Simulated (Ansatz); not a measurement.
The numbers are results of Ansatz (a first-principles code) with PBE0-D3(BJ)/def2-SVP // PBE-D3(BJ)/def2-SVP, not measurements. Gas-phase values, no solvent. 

Reference species: C10H16 rod of 1 cage `C1C2CC3CC1CC(C2)C3` (neutral, multiplicity 1).

```
Quantity                                  Result
--------------------------------------  --------
dipole moment                             0.00 D
HOMO–LUMO gap                            9.07 eV
vertical ionisation energy (Delta-SCF)   9.49 eV
HOMO                                    -7.81 eV
```

After one change: the dipole moment is nearly the same; the HOMO–LUMO gap falls by 0.37 eV; the vertical ionisation energy (Delta-SCF) decreases by 0.50 eV; the HOMO goes up by 0.36 eV.

**Question.** Name the change that produced these shifts. The new species is one of these.
(A) C14H20 rod of 2 cages `C1C2CC3C4CC5CC(C14)C(C2)C3C5`
(B) C30H36 rod of 6 cages `C1C2CC3C4CC56CC78CC9CC%10C%11CC%12%13CC(C2)(C(C14)C5C%12C%107)C3C6C%13C8C%11C9`
(C) C18H24 rod of 3 cages `C1C2C3CC4CC2C2C5CC6CC(C15)C3C2(C4)C6`
(D) C38H44 rod of 8 cages

**Answer.** A, C14H20 rod of 2 cages `C1C2CC3C4CC5CC(C14)C(C2)C3C5`
